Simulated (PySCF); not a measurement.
C2H4N, SMILES [CH]=NC, doublet, PBE0/def2-SVP optimised geometry.

```
7

C     -1.15     1.27    -0.78
N     -0.43     0.67     0.00
C      0.05    -0.69     0.00
H     -1.65     0.96    -1.72
H      1.15    -0.69     0.00
H     -0.27    -1.19     0.93
H     -0.31    -1.27    -0.87
```

Density from unrestricted PBE0/def2-TZVP (PySCF 2.14.0) at that geometry.

Minimum of the electron density along straight lines between bonded atoms, close to the bond critical point (lines longer than 1.1 times the sum of covalent radii, or with two minima, are not listed):

```tsv
bond	length / Å	ρ at the minimum / e bohr⁻³	∇²ρ there / e bohr⁻⁵	position (fraction from the first atom)
C1–N2	1.219	0.423	-0.47	0.34
N2–C3	1.439	0.267	-0.71	0.61
C1–H4	1.113	0.260	-0.87	0.66
C3–H5	1.101	0.276	-0.95	0.65
C3–H6	1.101	0.276	-0.95	0.65
C3–H7	1.106	0.273	-0.93	0.65
```
